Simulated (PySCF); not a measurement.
Correlation energy of Hg²⁺ (mercury, charge +2)

Starting occupation: [Xe] 4f14 5d10. Calculation: PySCF 2.14, in x2c-TZVPall-2c; X2C-1e with screened-nucleus spin-orbit coupling, Gaussian nucleus. Frozen: [Kr] 4d10 4f14; 18 electrons correlated; the 34 highest virtual spinors left out.

MP2 pair energies summed by pair of shells (mhartree):

```
       pair   energy  share (%)
5d3/2-5d5/2  -110.50       30.5
5d5/2-5d5/2   -79.19       21.9
5d5/2-5p3/2   -33.96        9.4
5d3/2-5d3/2   -33.27        9.2
5d3/2-5p3/2   -23.74        6.6
5d5/2-5p1/2   -15.10        4.2
5p3/2-5p3/2   -11.20        3.1
5p1/2-5p3/2   -10.59        2.9
5d5/2-5s1/2   -10.23        2.8
5d3/2-5p1/2   -10.16        2.8
5p3/2-5s1/2    -8.39        2.3
5d3/2-5s1/2    -6.96        1.9
5p1/2-5s1/2    -4.06        1.1
5p1/2-5p1/2    -2.71        0.7
5s1/2-5s1/2    -2.27        0.6
```

Total MP2 correlation energy: -362.35 mhartree.

This basis was not built for core-valence correlation, so the inner-shell part is incomplete.
